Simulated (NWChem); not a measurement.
Everything below was run with NWChem. System: F₃S (+1), charge 1, spin multiplicity 1, at a geometry optimised with PBE0/def2-SVP. The structure started from a generated list of species. Level: PBE/cc-pVTZ.

The NWChem input:

```
start mol
memory heap 200 mb stack 900 mb global 1100 mb
charge 1
geometry units angstroms nocenter noautoz
  F      0.692888    -0.217484     1.167690
  S     -0.034951     0.454276     0.000000
  F      0.692888    -0.217484    -1.167690
  F     -1.323642    -0.372633     0.000000
  symmetry group Cs
end
basis spherical
  * library cc-pvtz
end
dft
  xc xpbe96 cpbe96
  semidirect memsize 60000000 filesize 0
  iterations 100
end
task dft energy
```

Output (cleaned and shortened):

```
             Northwest Computational Chemistry Package (NWChem) 7.3.0
             --------------------------------------------------------

                                NWChem Input Module
                                -------------------

 Scaling coordinates for geometry "geometry" by  1.889725989
 (inverse scale =  0.529177249)

 Turning off AUTOSYM since
 SYMMETRY directive was detected!

                             Geometry "geometry" -> ""
                             -------------------------

 Output coordinates in angstroms (scale by  1.889725989 to convert to a.u.)

  No.       Tag          Charge          X              Y              Z
 ---- ---------------- ---------- -------------- -------------- --------------
    1 F                    9.0000     0.69288800    -0.21748400     1.16769000
    2 S                   16.0000    -0.03495100     0.45427600     0.00000000
    3 F                    9.0000     0.69288800    -0.21748400    -1.16769000
    4 F                    9.0000    -1.32364200    -0.37263300     0.00000000

 Effective nuclear repulsion energy (a.u.)     204.3615812528

            Nuclear Dipole moment (a.u.)
            ----------------------------
        X                 Y               Z
 ---------------- ---------------- ----------------
    -0.0000188973     0.0000132281     0.0000000000

      Symmetry information
      --------------------

 Group name             Cs
 Group number              2
 Group order               2
 No. of unique centers     3

      Symmetry unique atoms

     1    2    4


 Summary of "ao basis" -> "" (spherical)
 ------------------------------------------------------------------------------
       Tag                 Description            Shells   Functions and Types
 ---------------- ------------------------------  ------  ---------------------
 *                          cc-pvtz                   on all atoms

  pbe96 is a nonlocal functional; adding pw91lda local functional.

                                 NWChem DFT Module
                                 -----------------

 Summary of "ao basis" -> "ao basis" (spherical)
 ------------------------------------------------------------------------------
       Tag                 Description            Shells   Functions and Types
 ---------------- ------------------------------  ------  ---------------------
 F                          cc-pvtz                 10       30   4s3p2d1f
 S                          cc-pvtz                 12       34   5s4p2d1f

 Summary of "ao basis" -> "ao basis" (spherical)
 ------------------------------------------------------------------------------
       Tag                 Description            Shells   Functions and Types
 ---------------- ------------------------------  ------  ---------------------
 F                          cc-pvtz                 10       30   4s3p2d1f
 S                          cc-pvtz                 12       34   5s4p2d1f

      Symmetry analysis of basis
      --------------------------

        a'         73
        a"         51

            General Information
            -------------------
          SCF calculation type: DFT
          Wavefunction type:  closed shell.
          No. of atoms     :     4
          No. of electrons :    42
           Alpha electrons :    21
            Beta electrons :    21
          Charge           :     1
          Spin multiplicity:     1
          Use of symmetry is: on ; symmetry adaption is: on
          Maximum number of iterations: 100
[...]
 d= 0,ls=0.0,diis     5   -697.0308212892 -2.56D-04  5.11D-05  2.40D-04     5.5
  Resetting Diis
 d= 0,ls=0.0,diis     6   -697.0308395966 -1.83D-05  1.42D-05  1.26D-05     5.8
 d= 0,ls=0.0,diis     7   -697.0308400927 -4.96D-07  2.19D-05  6.21D-06     6.1
 d= 0,ls=0.0,diis     8   -697.0308371152  2.98D-06  1.60D-05  4.40D-05     6.4
 d= 0,ls=0.0,diis     9   -697.0308405768 -3.46D-06  6.47D-07  4.59D-08     6.7
 d= 0,ls=0.0,diis    10   -697.0308405797 -2.83D-09  2.01D-07  4.63D-09     6.9

         Total DFT energy =     -697.030840579655
      One electron energy =    -1359.416620423126
           Coulomb energy =      514.303761391004
    Exchange-Corr. energy =      -56.279562800372
 Nuclear repulsion energy =      204.361581252839

 Numeric. integr. density =       42.000001907732

     Total iterative time =      5.7s

                  Occupations of the irreducible representations
                  ----------------------------------------------

                     irrep           alpha         beta
                     --------     --------     --------
                     a'               14.0         14.0
                     a"                7.0          7.0

                       DFT Final Molecular Orbital Analysis
                       ------------------------------------

 Vector   19  Occ=2.000000D+00  E=-7.024411D-01  Symmetry=a"
              MO Center=  5.2D-01, -1.7D-01,  1.6D-12, r^2= 2.0D+00
   Bfn.  Coefficient  Atom+Function         Bfn.  Coefficient  Atom+Function
  ----- ------------  ---------------      ----- ------------  ---------------
    10      0.232300  1 F  pz                74      0.232300  3 F  pz
     9      0.220208  1 F  py                73     -0.220208  3 F  py
     7      0.197800  1 F  pz                71      0.197800  3 F  pz
     6      0.186536  1 F  py                70     -0.186536  3 F  py
    12      0.153900  1 F  py                76     -0.153900  3 F  py

 Vector   20  Occ=2.000000D+00  E=-6.858693D-01  Symmetry=a"
              MO Center=  2.0D-02, -2.6D-01,  4.4D-14, r^2= 2.2D+00
   Bfn.  Coefficient  Atom+Function         Bfn.  Coefficient  Atom+Function
  ----- ------------  ---------------      ----- ------------  ---------------
   104      0.282430  4 F  pz                 8      0.243872  1 F  px
    72     -0.243872  3 F  px               101      0.239514  4 F  pz
     5      0.206816  1 F  px                69     -0.206816  3 F  px
   107      0.193994  4 F  pz                11      0.167510  1 F  px
    75     -0.167510  3 F  px                10     -0.141213  1 F  pz

 Vector   21  Occ=2.000000D+00  E=-6.434464D-01  Symmetry=a'
              MO Center= -2.0D-02,  2.6D-01,  9.0D-15, r^2= 2.0D+00
   Bfn.  Coefficient  Atom+Function         Bfn.  Coefficient  Atom+Function
  ----- ------------  ---------------      ----- ------------  ---------------
    35      0.350322  2 S  s                 40      0.303047  2 S  py
    33      0.286756  2 S  s                103     -0.220247  4 F  py
     9     -0.214149  1 F  py                73     -0.214149  3 F  py
   100     -0.188953  4 F  py                 6     -0.183754  1 F  py
    70     -0.183754  3 F  py               106     -0.158650  4 F  py

 Vector   22  Occ=0.000000D+00  E=-3.779508D-01  Symmetry=a'
              MO Center=  3.3D-02,  4.9D-01,  2.0D-16, r^2= 1.7D+00
   Bfn.  Coefficient  Atom+Function         Bfn.  Coefficient  Atom+Function
  ----- ------------  ---------------      ----- ------------  ---------------
    39      0.566248  2 S  px                45      0.401642  2 S  px
    42      0.248546  2 S  px               103      0.176247  4 F  py
    48      0.158713  2 S  d -2              98      0.158128  4 F  s
   100      0.147481  4 F  py               106      0.134999  4 F  py
    10      0.111720  1 F  pz                74     -0.111720  3 F  pz

 Vector   23  Occ=0.000000D+00  E=-3.779501D-01  Symmetry=a"
              MO Center= -1.1D-01,  4.8D-01,  4.8D-15, r^2= 1.7D+00
   Bfn.  Coefficient  Atom+Function         Bfn.  Coefficient  Atom+Function
  ----- ------------  ---------------      ----- ------------  ---------------
    41      0.567922  2 S  pz                47      0.402828  2 S  pz
    44      0.249280  2 S  pz               107     -0.149182  4 F  pz
    49      0.141652  2 S  d -1             104     -0.140856  4 F  pz
     4     -0.136945  1 F  s                  9     -0.136282  1 F  py
    68      0.136945  3 F  s                 73      0.136282  3 F  py

 Vector   24  Occ=0.000000D+00  E=-2.911316D-01  Symmetry=a'
              MO Center=  4.4D-03, -5.7D-02,  2.3D-14, r^2= 1.7D+00
   Bfn.  Coefficient  Atom+Function         Bfn.  Coefficient  Atom+Function
  ----- ------------  ---------------      ----- ------------  ---------------
    40      0.564402  2 S  py                33     -0.502689  2 S  s
    46      0.413601  2 S  py                35     -0.384571  2 S  s
     4      0.234023  1 F  s                 68      0.234023  3 F  s
    98      0.234027  4 F  s                105      0.230230  4 F  px
    43      0.226383  2 S  py               102      0.224894  4 F  px

 center of mass
 --------------
 x =   0.00133797 y =  -0.01739576 z =   0.00000000

 moments of inertia (a.u.)
 ------------------
         224.385385405467         -11.205152021290           0.000000000000
         -11.205152021290         369.160218904368           0.000000000000
           0.000000000000           0.000000000000         223.521673800034

     Multipole analysis of the density
     ---------------------------------

     L   x y z        total         alpha         beta         nuclear
     -   - - -        -----         -----         ----         -------
     0   0 0 0      1.000000    -21.000000    -21.000000     43.000000

     1   1 0 0     -0.050017     -0.024999     -0.024999     -0.000019
     1   0 1 0      0.650058      0.325023      0.325023      0.000013
     1   0 0 1      0.000000      0.000000      0.000000      0.000000

     2   2 0 0    -16.422224    -51.830746    -51.830746     87.239267
     2   1 1 0      0.014083     -2.622331     -2.622331      5.258745
     2   1 0 1      0.000000      0.000000      0.000000      0.000000
     2   0 2 0    -16.604181    -17.949235    -17.949235     19.294290
     2   0 1 1      0.000000      0.000000      0.000000      0.000000
     2   0 0 2    -16.421143    -52.032885    -52.032885     87.644627

 Task  times  cpu:        6.9s     wall:        6.9s

 Total times  cpu:        7.0s     wall:        7.0s
```
